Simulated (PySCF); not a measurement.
CH3S (SMILES [CH2]S), doublet, at a GFN2-xTB geometry; DF-PBE0/def2-SVPD run with PySCF.

Input for PySCF:
```python
from pyscf import gto, scf, dft

mol = gto.Mole()
mol.atom = '''
    C     0.081337    1.122037   -0.125507
    S    -0.072916   -0.562038    0.133098
    H     0.801812   -0.957823   -0.794812
    H    -0.532767    1.739243    0.497872
    H     0.409589    1.478970   -1.079581
'''
mol.basis = 'def2-svpd'
mol.charge = 0
mol.spin = 1
mol.verbose = 4
mol.build()

mf = dft.UKS(mol)
mf.xc = 'pbe0'
mf = mf.density_fit(auxbasis='def2-universal-jkfit')
mf.kernel()
```

Output, abridged:

```
PySCF version 2.14.0

[INPUT] verbose = 4
[INPUT] num. atoms = 5
[INPUT] num. electrons = 25
[INPUT] charge = 0
[INPUT] spin (= nelec alpha-beta = 2S) = 1
[INPUT] symmetry False subgroup None
[INPUT] Mole.unit = angstrom
[INPUT] Symbol           X                Y                Z      unit          X                Y                Z       unit  Magmom
[INPUT]  1 C      0.081337000000   1.122037000000  -0.125507000000 AA    0.153704653794   2.120342631629  -0.237173856716 Bohr   0.0
[INPUT]  2 S     -0.072916000000  -0.562038000000   0.133098000000 AA   -0.137791270099  -1.062097891598   0.251518767727 Bohr   0.0
[INPUT]  3 H      0.801812000000  -0.957823000000  -0.794812000000 AA    1.515205083390  -1.810023145809  -1.501977000518 Bohr   0.0
[INPUT]  4 H     -0.532767000000   1.739243000000   0.497872000000 AA   -1.006783718206   3.286692934067   0.940841725089 Bohr   0.0
[INPUT]  5 H      0.409589000000   1.478970000000  -1.079581000000 AA    0.774011033634   2.794848246448  -2.040112419284 Bohr   0.0

nuclear repulsion = 51.0672435128121
number of shells = 31
number of NR pGTOs = 105
number of NR cGTOs = 71
basis = def2-svpd
ecp = {}

******** <class 'pyscf.df.df_jk.DFUKS'> ********
method = DFUKS
initial guess = minao
damping factor = 0
level_shift factor = 0
DIIS = <class 'pyscf.scf.diis.CDIIS'>
diis_start_cycle = 1
diis_space = 8
diis_damp = 0
SCF conv_tol = 1e-09
SCF conv_tol_grad = None
SCF max_cycles = 50
direct_scf = False
number electrons alpha = 13  beta = 12
XC library pyscf.dft.libxc version 7.1.2
    S. Lehtola, C. Steigemann, M. J. T. Oliveira, and M. A. L. Marques,  SoftwareX 7, 1–5 (2018)
XC functionals = pbe0
    C. Adamo and V. Barone,  J. Chem. Phys. 110, 6158 (1999)
    M. Ernzerhof and G. E. Scuseria,  J. Chem. Phys. 110, 5029 (1999)
radial grids:
    Treutler-Ahlrichs [JCP 102, 346 (1995); DOI:10.1063/1.469408] (M4) radial grids

becke partition: Becke, JCP 88, 2547 (1988); DOI:10.1063/1.454033
pruning grids: <function nwchem_prune>
grids dens level: 3
symmetrized grids: False
atomic radii adjust function: <function treutler_atomic_radii_adjust>
small_rho_cutoff = 0
Set gradient conv threshold to 3.16228e-05
tot grids = 62424
******** <class 'pyscf.df.df.DF'> ********
auxbasis = def2-universal-jkfit
init E= -437.750846400788

cycle= 1 E= -437.687892673899  delta_E= 0.063  |g|= 0.128  |ddm|=  1.7
cycle= 2 E= -437.687625764847  delta_E= 0.000267  |g|= 0.148  |ddm|= 0.326
cycle= 3 E= -437.700577314362  delta_E= -0.013  |g|= 0.0213  |ddm|= 0.175
cycle= 4 E= -437.700949949037  delta_E= -0.000373  |g|= 0.0125  |ddm|= 0.0454
cycle= 5 E= -437.701070746396  delta_E= -0.000121  |g|= 0.00315  |ddm|= 0.023
cycle= 6 E= -437.701084646931  delta_E= -1.39e-05  |g|= 0.00127  |ddm|= 0.00811
cycle= 7 E= -437.701086869489  delta_E= -2.22e-06  |g|= 0.000261  |ddm|= 0.00367
cycle= 8 E= -437.701086963651  delta_E= -9.42e-08  |g|= 6.11e-05  |ddm|= 0.000839
cycle= 9 E= -437.701086967804  delta_E= -4.15e-09  |g|= 2.06e-05  |ddm|= 0.000164
cycle= 10 E= -437.701086968228  delta_E= -4.24e-10  |g|= 7.63e-06  |ddm|= 5.53e-05
Extra cycle  E= -437.701086968279  delta_E= -5.04e-11  |g|= 4.83e-06  |ddm|= 2.16e-05
converged SCF energy = -437.701086968279  <S^2> = 0.75582914  2S+1 = 2.0058207
```
